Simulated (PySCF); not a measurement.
A structure optimised at B3LYP-D3(BJ)/def2-SVP, used in a PySCF frequency run:

```xyz
4

Sn     0.0000     0.0000     0.1071
O      0.0000     0.0000     1.9521
F      0.0000     1.4483    -1.1650
F      0.0000    -1.4483    -1.1650
```
Charge 0, spin multiplicity 1.

Q: Write its SMILES, formula and point group.

A: [O]=[Sn]([F])[F], F2OSn, C2v

Q: What are its rotational constants (standard atomic weights)?

A: 6.3411, 4.4371, 2.6105 GHz
